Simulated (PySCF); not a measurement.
# EPR parameters of C6H7N2

C6H7N2 (doublet state).
Z-matrix (Å and degrees, GFN2-xTB geometry), rows numbered from 1:
```
C 
C   1  1.3680
N   2  1.3644  1  118.85
C   3  1.3028  2  119.88  1  -177.00
C   4  1.4006  3  121.01  2     6.80
N   5  1.3249  4  119.46  3   -13.82
C   6  1.3051  5  120.45  4     5.90
C   7  1.4905  2  121.94  1   -13.02
H   1  1.0739  2  119.55  3    -5.34
H   1  1.0729  2  121.98  3   176.56
H   4  1.0813  3  116.87  2  -178.36
H   5  1.0788  4  123.16  3   164.89
H   8  1.0888  7  110.47  2   -52.21
H   8  1.0866  7  109.37  2  -172.87
H   8  1.0896  7  110.24  2    67.19
```

The hyperfine couplings belong to this conformer and change with its torsions.

Identity: `[CH2]c1nccnc1C` [radical].

Method: UKS B3LYP, pcH-1 on C H N, non-relativistic, mean-field spin-orbit, GIAO (PySCF 2.14.0). Geometry: GFN2-xTB; no solvent, vibrations or thermal averaging. A GFN2-xTB geometry isn't a minimum of the functional, and hyperfine couplings can be far from their values at a DFT geometry. No stability test was run, so a lower SCF solution isn't excluded. ⟨S²⟩ is 0.781 where a pure state has 0.75.

```json
{
  "g1, g2, g3": "2.00215, 2.00282, 2.00330",
  "g_iso": "2.00276",
  "Form of g": "rhombic: the two nearest values differ by 42 % of g3 − g1",
  "⟨S²⟩": "0.7809 (exact 0.7500)",
  "α and β electrons": "29, 28",
  "Total energy": "-342.32102 Eh"
}
```

Isotropic coupling and dipolar principal values T1 to T3, in 10⁻⁴ cm⁻¹; ρ(0) is the spin density at the nucleus (1 × 10⁻⁴ cm⁻¹ = 2.998 MHz):

```
atom  isotope  a_iso     T1     T2    T3  Mulliken spin population  ρ(0) (bohr⁻³)
  C1      13C   17.9  -17.9  -17.5  35.4                      0.71         0.0478
  C2      13C  -14.5   -7.7    3.2   4.5                     -0.19        -0.0386
  N3      14N    2.8   -3.3   -3.1   6.5                      0.21         0.0258
  C4      13C   -7.1   -5.2    2.1   3.1                     -0.11        -0.0189
  C5      13C    9.6   -8.6   -8.0  16.7                      0.31         0.0257
  N6      14N   -0.9   -2.6    1.0   1.6                     -0.09        -0.0083
  C7      13C    8.7   -6.6   -6.5  13.2                      0.23         0.0233
  C8      13C   -2.8   -0.2    0.0   0.2                     -0.02        -0.0075
  H9       1H  -14.4   -8.2   -0.4   8.5                     -0.03        -0.0097
 H10       1H  -14.3   -8.4   -0.2   8.6                     -0.03        -0.0096
 H11       1H    1.8   -0.9   -0.1   1.0                      0.00         0.0012
 H12       1H   -6.8   -4.1   -0.2   4.3                     -0.01        -0.0046
 H13       1H    4.8   -0.9   -0.3   1.1                      0.01         0.0032
 H14       1H    0.6   -0.5   -0.5   1.0                      0.00         0.0004
 H15       1H    9.6   -0.7   -0.3   1.1                      0.01         0.0064
```

The Mulliken spin populations are largest on C1 (+0.71), C5 (+0.31), C7 (+0.23) and N3 (+0.21). Four atoms exceed +0.15. The positive populations add up to 1.49 and the negative ones to -0.49, together 2S = 1. The angles at C1 add up to 360.0°, so it is planar; its axial dipolar tensor and the negative couplings of its protons fit spin in a p orbital normal to that plane.

Axes: g2 points within 7° of the C1–H9 bond.

Under fast tumbling the dipolar parts average out, and these isotropic splittings remain (the largest six): 1 × 1H (H9, I = 1/2, 2 lines) with 1.54 mT, 1 × 1H (H10, I = 1/2, 2 lines) with 1.53 mT, 1 × 1H (H12, I = 1/2, 2 lines) with 0.73 mT, 3 × 1H (H13/H14/H15, I = 1/2, 4 lines) with 0.54 mT, 1 × 14N (N3, I = 1, 3 lines) with 0.30 mT and 1 × 1H (H11, I = 1/2, 2 lines) with 0.19 mT.

Nuclei that the bonding pattern makes equivalent are averaged, as if the motion that swaps them (rotation, inversion, ring flip) were fast. H9 and H10 aren't averaged: C1 is flat or nearly so (angle sum 360°), and its turn about the short C1–C2 bond (1.37 Å) is taken as slow. The three 1H nuclei of mean +15.1 MHz run from 1.9 to 28.8 MHz in the frozen geometry.

The 13C coupling of C1 (53.8 MHz) shows only in satellite lines or after enrichment, since that isotope makes up about 1.07 % of natural carbon.

β density exceeds α density at some nuclei, such as C2 (-0.0386), C4 (-0.0189) and H9 (-0.0097), spin density in bohr⁻³. In a single determinant that takes different orbitals for the two spins, that is spin polarisation.
